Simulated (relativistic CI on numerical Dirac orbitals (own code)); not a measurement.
## How the errors of a small relativistic CI change along the 53-electron sequence

Levels calculated with a relativistic CI code on KLI orbitals, against measured ones, in five cumulative steps: (1) Dirac-Coulomb, each configuration alone; (2) with Breit and QED terms; (3) with configuration mixing; (4) with scaled Slater integrals; (5) with a P86 correlation estimate. Each ion has its own short list of configurations; levels above 2,000 cm⁻¹ that pair in every step are counted, and ions without enough such levels are left out. The scale is 0.85 up to charge 4 and 0.9 beyond; P86 is a density functional added for each configuration.

Median relative error (%):

```tsv
Ion	Ground	Levels	(1)	(2)	(3)	(4)	(5)
I I	5s2 5p5	15	9.2	9.4	9.9	8.9	0.8
Xe II	5s2 5p5	8	5.0	5.1	0.5	1.0	4.4
Cs III	5s2 5p5	13	2.2	2.0	2.8	2.4	5.1
Ba IV	5s2 5p5	8	2.3	1.9	1.1	0.3	1.3
La V	5s2 5p5	7	1.6	1.4	1.1	0.2	1.0
```

Mean absolute error (cm⁻¹):

| Ion | (1) | (2) | (3) | (4) | (5) |
| --- | --- | --- | --- | --- | --- |
| I I | 5787 | 5839 | 5981 | 5831 | 492 |
| Xe II | 4424 | 4460 | 788 | 1043 | 3597 |
| Cs III | 2879 | 3043 | 3968 | 2996 | 6338 |
| Ba IV | 6109 | 6159 | 1720 | 589 | 1949 |
| La V | 7322 | 7313 | 1966 | 820 | 2419 |

In step (3), fully ab initio, the relative error is 9.9 % for I I and 1.1 % for La V, while the absolute error goes from 5981 to 1966 cm⁻¹. The relative error falls from the first to the last ion but not steadily. The sets of levels differ from ion to ion, which blurs the trend. Mixing (step 3) lowers the mean absolute error for 3 of the 5 ions and scaling (step 4) for 4. The P86 step changes the mean absolute error by a factor of 0.1 for the first ion and 3.0 for the last.

Sources of the measured levels: I I, NIST Handbook of Basic Atomic Spectroscopic Data (Sansonetti and Martin, J. Phys. Chem. Ref. Data 34, 1559 (2005)); Xe II, NIST Handbook of Basic Atomic Spectroscopic Data (Sansonetti and Martin, J. Phys. Chem. Ref. Data 34, 1559 (2005)); Cs III, Sansonetti, J. Phys. Chem. Ref. Data 38, 761 (2009); LS terms from a parametric fit; Ba IV, Sansonetti and Curry, J. Phys. Chem. Ref. Data 39, 043103 (2010); La V, Martin, Zalubas and Hagan, Atomic Energy Levels: The Rare-Earth Elements, NSRDS-NBS 60 (1978). Some J values or terms were assigned by a fit.
